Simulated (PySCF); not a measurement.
**Computed properties of CrO₃, SMILES [O]=[Cr](=[O])=[O], multiplicity 1**

CrO3, SMILES [O]=[Cr](=[O])=[O], multiplicity 1. The structure is a stationary point at PBE0-D3(BJ)/def2-SVP. The spin state was assumed, not searched. The isomer is the one that the SMILES or the coordinates give; other isomers of the formula were not compared. Other conformers were not sampled. All values are computed for the isolated molecule unless a solvent is named; none is compared with measurement here.

**Structure.** The optimised structure has C3v symmetry. All 6 harmonic modes at PBE0-D3(BJ)/def2-SVP (PySCF) are real, so it is a minimum. With heavy atoms numbered as in [Cr:1](=[O:2])(=[O:3])=[O:4], the shortest bond between them is Cr1–O3 at 1.552 Å and the longest Cr1–O2 at 1.552 Å.

**Vibrations.** The strongest infrared lines (harmonic, unscaled, degenerate partners summed) lie at 1146 cm⁻¹ (412 km/mol, O 67 %, Cr 33 %), 251 cm⁻¹ (68 km/mol, O 58 %, Cr 42 %), 1081 cm⁻¹ (7 km/mol, O 94 %). The softest mode is at 251 cm⁻¹ and the zero-point energy is 6.3 kcal/mol.

**Electronic structure.** M06-2X/def2-TZVPD (PySCF) places the frontier levels at -11.11 and -4.29 eV, a gap of 6.82 eV, and gives a dipole moment of 3.14 D and a mean polarisability of 38.0 bohr³. PBE/def2-TZVPD (PySCF) at the same geometry gives -7.62 and -6.01 eV, so its gap is 5.21 eV narrower. An orbital gap is neither the optical nor the fundamental gap.

**Excitations.** TDA-ωB97X/def2-SVPD (PySCF) has S1 at 2.27 eV (546 nm, f = 0.000, dark); the most intense of the 10 singlets computed lies at 3.16 eV (f = 0.01). Strengths of degenerate partners are summed. T1 (TDA) is at 2.08 eV, 0.19 eV under S1. TDA-PBE/def2-SVPD (PySCF) puts S1 at 1.69 eV.
